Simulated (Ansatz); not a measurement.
Basis-set extrapolation for BClH$_{5}$NOSi (`N[SiH](Cl)BO`) (PBE0-D4/def2-TZVP geometry, frozen core, Ansatz 0.2.0). Multiplicity 1, RHF reference.

```
                      def2-TZVPP   def2-QZVPP
                 HF  -905.560883  -905.590417
    MP2 correlation    -0.859161    -0.930311
CCSD(T) correlation    -0.940951      not run
```

Energies in hartree. Use E(X) = E(∞) + A·exp(−7.88·√X) for Hartree–Fock and E(X) = E(∞) + B·X^(−2.97) for correlation, with X = 3 and 4, and add CCSD(T) minus MP2 of the smaller set to the MP2 limit.

Task: What is the CCSD(T) energy at the basis-set limit?

Result: HF limit: -905.590417 + (-0.029534) × 0.13774 = -905.59449. MP2 limit: -0.930311 + (-0.071150) × 0.74074 = -0.98301. Higher-order term: -0.940951 − (-0.859161) = -0.08179. Total: -906.65929 hartree, 4.28 eV below CCSD(T)/def2-TZVPP.
